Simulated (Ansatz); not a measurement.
Reaction (ligand exchange at a B–O bond): `B[O][GeH3]` + `C=C(S)Cl` → `BSC(=C)Cl` + `[OH][GeH3]`

Calculated with Ansatz (gas phase, PBE0-D4/def2-TZVP geometries, no zero-point term in ΔE). CCSD(T)/CBS adds triple-zeta CCSD(T) − MP2 to the extrapolated MP2 energy (def2 sets, frozen cores). Functionals use def2-TZVPP. For Ge outer-core shells are correlated without core-valence functions, which leaves a few kJ/mol of doubt a bond. Scalar relativity is left out up to krypton. One conformer a species, not always the lowest.

`B[O][GeH3]`:

Z-matrix (Å, degrees):
```
Ge
O 1 1.798
H 1 1.533 2 105.9
H 1 1.535 2 108.2 3 -120.7
H 1 1.533 2 105.9 3 118.7
B 2 1.341 1 126.3 3 120.4
H 6 1.201 2 117.9 1 -179.9
H 6 1.208 2 120.9 1 0.1
```

`C=C(S)Cl`:

Z-matrix (Å, degrees):
```
C
C 1 1.326
H 1 1.082 2 120.0
H 1 1.082 2 121.1 3 -179.5
S 2 1.752 1 122.4 3 7.3
Cl 2 1.730 1 121.0 3 -177.2
H 5 1.343 2 96.4 1 -144.9
```

`BSC(=C)Cl`:

Z-matrix (Å, degrees):
```
B
S 1 1.754
H 1 1.192 2 112.8
H 1 1.186 2 123.4 3 -180.0
C 2 1.768 1 109.9 3 180.0
Cl 5 1.717 2 119.9 1 0.9
C 5 1.327 2 119.0 1 -179.2
H 7 1.083 5 120.0 2 0.1
H 7 1.082 5 121.2 2 -179.9
```

`[OH][GeH3]`:

```xyz
6

O    -0.103   -1.368    0.031
Ge   -0.101    0.413    0.114
H     0.543   -1.709   -0.590
H    -1.185    0.745    1.143
H    -0.437    1.004   -1.269
H     1.282    0.916    0.570
```

CCSD(T)/CBS gives +0.48 eV.

Question: Another level gave +0.57 eV. Which?
A. BLYP-D4/def2-TZVPP
B. PBE-D4/def2-TZVPP
C. r2SCAN-D4/def2-TZVPP
D. BHLYP-D4/def2-TZVPP

Answer: D. BHLYP-D4 0.57, BLYP-D4 0.48, r2SCAN-D4 0.43, PBE-D4 0.37 eV.

Largest T1 diagnostic among the species: 0.014.

At CCSD(T), def2-SVP lies +0.16 eV from the extrapolated value and def2-TZVPP +0.03 eV. From BLYP to BHLYP (50 % exact exchange), in def2-TZVPP and without D4, ΔE moves by +0.07 eV.
